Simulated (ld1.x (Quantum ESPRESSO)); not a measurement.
Results of a calculation; reference values are marked as such.
## Pseudopotentials across the periodic table

Generated with ld1.x 7.5 (TM, RRKJ, ultrasoft, PAW), atompaw 4.2 or ONCVPSP 4.0.1. The cutoff is in Ry: for ld1.x and atompaw files where the sum of valence levels is converged to 10 mRy in a Bessel basis, for ONCV files where the hardest occupied wave has 1 mHa per electron of residual kinetic energy. The error is the largest all-electron minus pseudo excitation energy over each file’s own four to seven test configurations (ionisations up to +4, promotions, holes and added fractions of an electron), all of which were solved. The labels leave out finer settings (local radius, basis sizes, second energies), which also bear on the numbers. Spin-polarised tests are not counted. The rows are a selection from randomly drawn settings: files with unsolved tests, undetermined cutoffs or missed reference levels are left out.

A true bound ghost makes a file unfit for plane-wave use even where its test errors are small: the radial tests pick states by their node count and pass the ghost by.

| element | potential | cutoff (Ry) | largest error (meV) | bound ghosts |
| --- | --- | --- | --- | --- |
| P | ultrasoft, PBE, scalar-relativistic, rc 1.60/1.35/1.70 (spd), local smoothed, core correction no, reference 3s2 3p3 | 18 | +64 | none |
| Cl | TM, PBE, scalar-relativistic, rc 0.90/1.00/1.10 (spd), local p, core correction no, reference 3s2 3p4 | 140 | +270 | none |
| Ti | TM, PBE, scalar-relativistic, rc 2.35/1.40/2.25 (spd), local s, core correction yes, reference 3p6 3d2 4s0.5 4p0 | 45 | -661 | none |
| Br | TM, PBE, scalar-relativistic, rc 1.20/1.35/1.15 (spd), local smoothed, core correction yes, reference 3d10 4s2 4p5 | 260 | +510 | s |
| Ag | PAW, LDA (PZ), scalar-relativistic, rc 2.45/1.50/1.35 (spd), local smoothed, core correction yes, reference 4p6 4d10 5s1 5p0 | 60 | -42 | none |
| Cd | TM, LDA (PZ), scalar-relativistic, rc 1.66/1.66/1.32/1.66 (spdf), local s, core correction yes, reference 4d10 5s0.5 5p0 | 90 | -916 | p |
| Te | TM semilocal, PBE, scalar-relativistic, rc 1.80/1.70 (sp), local s, core correction yes, reference 5s2 5p4 | 40 | -252 | none |
| Pr | TM, LDA (PZ), scalar-relativistic, rc 3.55/4.05/3.10 (spd), local s, core correction no, reference 5d1 6s0 6p0 | 12 | +309 | none |

Problem. Fill in the row for Cd: TM, LDA (PZ), scalar-relativistic, rc 2.10/2.15/1.20 (spd), local s, core correction yes, reference 4d9 5s0 5p0.

Solution. cutoff 90 Ry, largest error -237 meV, bound ghosts: none.
